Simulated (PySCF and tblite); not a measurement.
methyl benzoate, C8H8O2, numbered as in [CH3:1][O:2][C:3](=[O:4])[c:5]1[cH:6][cH:7][cH:8][cH:9][cH:10]1. Conformer-averaged GIAO shifts at 298.15 K against TMS at the same level, unscaled (PySCF, tblite), from 2 protocols:

A: shieldings PBE0/pcSseg-1 (IEF-PCM, chloroform); weights PBE0-D3(BJ)/pcSseg-1 (IEF-PCM, chloroform) // GFN2-xTB; 1 conformer.
B: shieldings wB97X-D/pcSseg-1 (IEF-PCM, chloroform); weights B3LYP-D3(BJ)/def2-SVPD (IEF-PCM, chloroform) // PBE0-D3(BJ)/def2-SVP; 1 conformer.

```json
{"signal": "H1", "measured (ppm)": "3.898", "A": "4.23", "B": "3.96"}
{"signal": "H6/H10", "measured (ppm)": "8.033", "A": "8.58", "B": "8.41"}
{"signal": "H7/H9", "measured (ppm)": "7.415", "A": "7.94", "B": "7.75"}
{"signal": "H8", "measured (ppm)": "7.534", "A": "8.05", "B": "7.88"}
```

Measured: The use of chemical shift calculations in the conformational analysis of substituted benzenes, New J. Chem. 2019 (ESI); solvent: not stated in the table (CDCl3 in this author's series).

Which protocol comes closest to experiment?

For ¹H protocol B has the smallest mean absolute error, though another scatters less about its mean error.
| nucleus | ppm | A | B |
| --- | --- | --- | --- |
| ¹H | mean absolute error | 0.48 | 0.28 |
| ¹H | scatter about the mean error | 0.09 | 0.13 |

For scale, the study of COC(=O)c1ccccc1 took 81 s on 1 thread of Arm Neoverse V1, on a host shared with other jobs (rough), launched as `OMP_NUM_THREADS=1 python ens_run.py task.json out`.
